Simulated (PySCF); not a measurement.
# A small calculation by hand: oscillator strength and radiative lifetime

CH4ClGeNSi, SMILES [Si@H]1([GeH2][CH]=N1)Cl.

The structure is a stationary point at B3LYP-D3(BJ)/def2-SVP. The structure was generated by enumeration; whether it is a known compound was not checked.

TDDFT-LC-ωPBE/def2-SVPD (PySCF) puts the first singlet state with f over 0.02 at 6.71 eV (vertical), with the transition dipole (-0.406, 0.347, 0.161) in atomic units.

Q: Find the oscillator strength, the wavelength and the radiative lifetime that this transition would have in vacuum if emission retraced absorption.

A: 
|μ|² = 0.3112 au, so |μ| = 1.42 D. ΔE = 6.71/27.211 = 0.2466 hartree. f = (2/3) ΔE |μ|² = 0.051 (the program prints 0.051).
λ = 1239.84/6.71 = 185 nm; ν = 54120 cm⁻¹.
Einstein's coefficient A = 0.6670 ν² f s⁻¹ (ν in cm⁻¹) = 1.0e8 s⁻¹, so τ = 1/A = 10 ns. This state is S6; the lower singlets have f = 0.000, 0.002, 0.006, 0.005, 0.012. The figure is the radiative limit of this one transition; relaxation, internal conversion, crossing to triplets and a medium change what is measured.
